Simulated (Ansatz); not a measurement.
C₃H₆Al, SMILES `C=[CH][Al][CH3]` radical. Total charge 0; spin multiplicity 2.

```xyz
10

C    -1.664    0.149    0.407
C    -1.229   -0.990   -0.139
Al    0.668   -1.176   -0.602
C     1.813    0.383   -0.225
H    -0.996    0.985    0.605
H    -2.704    0.313    0.686
H    -1.968   -1.774   -0.301
H     2.859    0.223   -0.493
H     1.451    1.256   -0.779
H     1.771    0.631    0.841
```

Problem. What are the harmonic wavenumbers in cm⁻¹ at PBE0-D4/def2-TZVP (Ansatz, finite differences of forces, unscaled)? (Estimate.)

Solution. The calculation gave: 58, 83, 133, 290, 379, 549, 559, 653, 680, 996, 1009, 1062, 1190, 1274, 1428, 1435, 1443, 1634, 3028, 3101, 3104, 3131, 3139, 3179.

Problem. Is this a minimum?

Solution. Yes, all 24 modes are real.

Problem. Give the ideal-gas thermochemistry at 298.15 K and 1 bar (rigid rotor, harmonic oscillator; point group Cs, symmetry number 1).

Solution. Zero-point energy 200.6 kJ/mol; H(298) − E = 220.5 kJ/mol; entropy 340.4 J/(mol·K), of which translation 161.7, rotation 106.4, vibration 66.6, electronic 5.8; G(298) − E = 119.0 kJ/mol. Modes under 100 cm⁻¹ are hindered rotations or soft bends, so the harmonic entropy is rough.
